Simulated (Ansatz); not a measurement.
Program: Ansatz. Geometries: PBE0-D4/def2-TZVP. ΔE: electronic, gas phase. CBS: MP2 limit from def2 TZ/QZ plus the TZ coupled-cluster correction, frozen cores. This one scheme is used for every species. Functionals use def2-TZVPP. B3LYP here is the variant with VWN-RPA as its local correlation; programs differ in this. HSE06 is defined as in plane-wave codes. Each species was taken in one conformer, which may not be the lowest.

Reaction (ligand exchange at the Si–S bond): `F[SiH]([SiH3])S` + HCl → `F[SiH]([SiH3])Cl` + H₂S

`F[SiH]([SiH3])S`:

```xyz
9

F     0.945   -1.811    0.922
Si   -0.066   -1.068   -0.079
Si   -0.407    1.111    0.697
S     0.683   -1.039   -2.067
H    -1.292   -1.897   -0.165
H    -1.503    1.733   -0.092
H    -0.763    1.127    2.140
H     0.844    1.889    0.490
H     1.559   -0.044   -1.846
```

HCl:

Z-matrix (Å, degrees):
```
Cl
H 1 1.279
```

`F[SiH]([SiH3])Cl`:

Z-matrix (Å, degrees):
```
Si
Si 1 2.339
Cl 1 2.049 2 109.0
F 1 1.597 2 109.8 3 118.0
H 1 1.481 2 115.4 3 -120.7
H 2 1.486 1 108.3 3 61.6
H 2 1.485 1 109.2 3 -58.0
H 2 1.487 1 110.0 3 -178.7
```

H₂S:

Cartesian coordinates in Å:
```
S -0.504 0.133 0.335
H 0.638 0.786 0.075
H -0.135 -0.919 -0.410
```

CCSD(T)/CBS gives -35.7 kJ/mol.

(1) Another level gave -32.2 kJ/mol. Which?
A. HSE06-D4/def2-TZVPP
B. B3LYP-D4/def2-TZVPP
C. HF/def2-TZVPP
D. CAM-B3LYP/def2-TZVPP

(2) What do rigid-rotor, harmonic-oscillator terms from PBE0-D4/def2-TZVP frequencies (298.15 K, 1 bar) make of the CCSD(T)/CBS value? (Estimate.)

Largest T1 diagnostic among the species: 0.013.

Results:

(1) A. HSE06-D4 -32.2, B3LYP-D4 -36.4, CAM-B3LYP -40.4, HF/def2-TZVPP -47.8 kJ/mol.

(2) The calculation gave: ΔZPE = +0.5 kJ/mol, ΔH = -35.6 kJ/mol, ΔS = 9 J/(mol·K), ΔG = -38.4 kJ/mol.

In def2-TZVPP, CCSD(T) changes the Hartree–Fock value by +12.8 kJ/mol (the triples alone add +2.1 kJ/mol) and MP2 by +12.5 kJ/mol. Leaving LDA and LC-ωPBE aside and taking each functional with its dispersion term where it has one, the values, not all of them listed here, spread over 10.3 kJ/mol, from BHLYP-D4 to revPBE-D4. From BLYP to BHLYP (50 % exact exchange), in def2-TZVPP and without D4, ΔE moves by −4.1 kJ/mol.
